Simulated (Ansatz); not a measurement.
AsSbSbSb tetrahedron (Sb₃As). Charge 0, multiplicity 1. Geometry PBE-D4/def2-SVP.

Cartesian coordinates in Å:
```
As 1.563 -0.080 -0.265
Sb -0.273 -0.361 1.668
Sb -0.520 1.604 -0.382
Sb -0.770 -1.162 -1.022
```

In the def2 sets Sb takes a core potential; there is no spin–orbit coupling.

Question: Estimate the orbital energies around the gap (eV) in Ansatz with LDA (SPW92)/def2-TZVP, PBE-D4/def2-TZVP, revPBE-D4/def2-TZVP, r2SCAN-D4/def2-TZVP, BHLYP-D4/def2-TZVP.

Answer: 
```tsv
orbital	LDA (SPW92)/def2-TZVP	PBE-D4/def2-TZVP	revPBE-D4/def2-TZVP	r2SCAN-D4/def2-TZVP	BHLYP-D4/def2-TZVP
HOMO−5	-7.52	-7.33	-7.27	-7.67	-9.01
HOMO−4	-6.67	-6.47	-6.41	-6.75	-8.03
HOMO−3	-6.67	-6.47	-6.41	-6.75	-8.03
HOMO−2	-6.35	-6.15	-6.09	-6.42	-7.67
HOMO−1	-5.69	-5.50	-5.44	-5.74	-6.96
HOMO	-5.69	-5.50	-5.44	-5.74	-6.96
LUMO	-2.39	-2.17	-2.10	-2.12	-0.87
LUMO+1	-2.39	-2.17	-2.10	-2.10	-0.84
LUMO+2	-2.39	-2.17	-2.10	-2.10	-0.84
LUMO+3	-2.16	-1.93	-1.83	-1.75	-0.50
LUMO+4	-1.89	-1.66	-1.58	-1.46	-0.21
LUMO+5	-1.89	-1.66	-1.58	-1.46	-0.21
```
